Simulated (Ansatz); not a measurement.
Program: Ansatz. Geometries: PBE0-D4/def2-TZVP. ΔE: electronic, gas phase. CCSD(T)/CBS is the MP2 limit (def2-TZVPP, def2-QZVPP) plus CCSD(T) − MP2 in def2-TZVPP, frozen cores. This one scheme is used for every species. Functionals use def2-TZVPP. B3LYP here is the variant with VWN-RPA as its local correlation; programs differ in this. For Ge outer-core shells are correlated without core-valence functions, which leaves a few kJ/mol of doubt a bond. Scalar relativity is left out up to krypton. One conformer a species, not always the lowest.

`C[N]([GeH3])BF` + `OBO` → `OBOBF` + `C[NH][GeH3]`  (ligand exchange at a B–N bond)

`C[N]([GeH3])BF`:

Cartesian coordinates in Å:
```
C -1.425 -0.073 0.272
N -0.007 0.227 0.172
Ge 0.977 -0.922 -0.914
B 0.544 1.309 0.855
F 1.855 1.575 0.753
H -1.914 0.651 0.926
H -1.595 -1.072 0.686
H -1.914 -0.029 -0.707
H 2.442 -0.489 -0.920
H 0.358 -0.862 -2.321
H 0.804 -2.342 -0.348
H -0.125 2.026 1.545
```

`OBO`:

```xyz
6

O    -0.590    0.765   -0.512
B     0.343   -0.035    0.079
O    -0.045   -1.206    0.636
H    -0.220    1.570   -0.877
H     1.503    0.262    0.125
H    -0.992   -1.356    0.549
```

`OBOBF`:

Z-matrix (Å, degrees):
```
B
O 1 1.365
O 1 1.352 2 118.5
H 1 1.197 2 119.0 3 -177.6
B 2 1.345 1 136.5 3 -41.0
H 3 0.959 1 113.1 2 -178.1
F 5 1.327 2 120.1 1 -25.1
H 5 1.193 2 120.8 1 157.4
```

`C[NH][GeH3]`:

```xyz
10

C     0.058   -1.400    0.066
N     0.243   -0.181   -0.697
Ge   -0.004    1.424    0.165
H     0.386   -2.265   -0.517
H    -0.976   -1.587    0.393
H     0.682   -1.367    0.964
H    -0.233   -0.223   -1.587
H     0.186    2.534   -0.879
H     1.059    1.507    1.273
H    -1.402    1.560    0.819
```

CCSD(T)/CBS gives +5.4 kcal/mol.

(1) Another level gave +5.2 kcal/mol. Which?
A. PBE-D4/def2-TZVPP
B. PBE0/def2-TZVPP
C. B3LYP/def2-TZVPP
D. HF/def2-TZVPP

Largest T1 diagnostic among the species: 0.014.

Answers

(1) B. PBE0 5.2, HF/def2-TZVPP 0.7, PBE-D4 6.3, B3LYP 3.8 kcal/mol.

The D4 term adds +1.0 kcal/mol with B3LYP and +0.5 kcal/mol with PBE0; it sums over pairs of atoms, weighted by their polarisabilities, and B3LYP, whose exchange is more repulsive, gets the larger term. In def2-TZVPP, CCSD(T) changes the Hartree–Fock value by +5.4 kcal/mol (the triples alone add +0.7 kcal/mol) and MP2 by +5.9 kcal/mol.
